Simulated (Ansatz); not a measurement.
Ansatz (a first-principles code) input:

Ansatz 0.2 input:
```yaml
crystal:
  periodic: [false, false, false]
  atoms:
    - {symbol: Sn, position_ang: [-0.00363434, -0.01081654, 0.87291239]}
    - {symbol: Br, position_ang: [-1.82041277, -1.46317825, -0.44145353]}
    - {symbol: Br, position_ang: [-0.35897586, 2.31729584, -0.38852382]}
    - {symbol: Br, position_ang: [2.18458054, -0.83866540, -0.41704035]}
basis:
  gaussian:
    orbitals: def2-SVPD
total_charge: -1
magnetization: {spin_polarized: false}
correlation: {method: ccsd_t, electrons: outside_noble_gas}
```

Problem. Which total energy does the run end on?

Solution. -7930.43420 Eh (CCSD(T)/def2-SVPD). The basis has 155 functions.
